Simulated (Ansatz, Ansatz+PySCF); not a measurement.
```xyz
9

H     1.5000    0.0000    0.0000
H     1.1491    0.9642    0.0000
H     0.2605    1.4772    0.0000
H    -0.7500    1.2990    0.0000
H    -1.4095    0.5130    0.0000
H    -1.4095   -0.5130    0.0000
H    -0.7500   -1.2990    0.0000
H     0.2605   -1.4772    0.0000
H     1.1491   -0.9642    0.0000
```

Basis set: def2-SVP (spherical functions). All electrons are correlated. Charge 0, multiplicity 2.

Computed with Ansatz (development build ahead of 0.2.0); each method stands on the lowest determinant of its kind that the runs found.

Question: Give the atomization energy at this shape (free ground-state atoms in the same class of orbitals less the molecule, no zero-point energy) of doublet H9 by PBE0 (unrestricted), UHF-MP2, UHF.

Answer:

```csv
method,atomization energy
PBE0 (unrestricted),14.31 eV
UHF-MP2,12.12 eV
UHF,7.91 eV
```

Caution: the determinant breaks the point group. Caution for UHF-MP2: bonds are stretched, where a single reference can fail.
